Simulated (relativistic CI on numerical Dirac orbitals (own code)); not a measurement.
## Co2+ in a cubic cluster: 1s photoemission with charge transfer

Computed with a charge-transfer multiplet model of a cubic metal-ligand cluster with up to 3 ligand holes, Slater and spin-orbit integrals from Dirac-Coulomb-Breit ions, Slater integrals scaled by 0.7. The parameters are those of a tetrahedral site (10Dq negative, t2 hopping the larger). The ground state mixes d7 with configurations of k ligand holes L, whose averages lie at kΔ + k(k − 1)U_dd/2; a core hole lowers each added d electron by U_cd. 300 K, Lorentzian 1.1 eV and Gaussian 0.6 eV FWHM.

Atomic integrals in eV (Slater integrals scaled, ζ unscaled), ground: F2dd 8.079, F4dd 5.014, zeta_d 0.063; with the core hole: F2dd 9.305, F4dd 5.810, zeta_d 0.091, G2cd 0.052.

Cluster parameters (eV): Δ = 6, U_cd = 8.9, 10Dq = -0.45, 10Dq(ligand) = 0, V(eg) = 1.15, V(t2g) = -1.95, final-state hopping factor = 1.

```csv
Case,n_d,d7,d8L,d9L2,d10L3,S
U_dd = 5.6 eV,7.16,0.85,0.15,0.00,0.00,1.50
U_dd = 6.3 eV,7.15,0.85,0.14,0.00,0.00,1.50
U_dd = 7 eV,7.15,0.85,0.14,0.00,0.00,1.50
U_dd = 8.4 eV,7.15,0.85,0.14,0.00,0.00,1.50
U_dd = 9.1 eV,7.15,0.85,0.14,0.00,0.00,1.50
```

Weights, n_d and S are thermal averages at 300 K. Binding energies count from the first peak over 30 % of the highest in each spectrum, which can be another peak from case to case. The parameters are a model scan and need not match a compound or its usual spin state. Peaks in eV (height, largest 100):
- U_dd = 5.6 eV: 0.0 (100), 6.0 (64), 10.3 (8)
- U_dd = 6.3 eV: 0.0 (100), 6.2 (59), 10.6 (6)
- U_dd = 7 eV: 0.0 (100), 6.3 (55)
- U_dd = 8.4 eV: 0.0 (100), 6.6 (50)
- U_dd = 9.1 eV: 0.0 (100), 6.7 (48)

For the case U_dd = 7 eV, Δ = 6 eV is smaller than U_dd = 7 eV, the charge-transfer side of the Zaanen-Sawatzky-Allen scheme. With the core hole the average of the configuration with one ligand hole lies at Δ − U_cd = -2.9 eV before mixing: the effective hopping of about 3.3 eV (from the holes of the mixed ground state) is comparable with this gap or larger, so the configurations mix strongly.
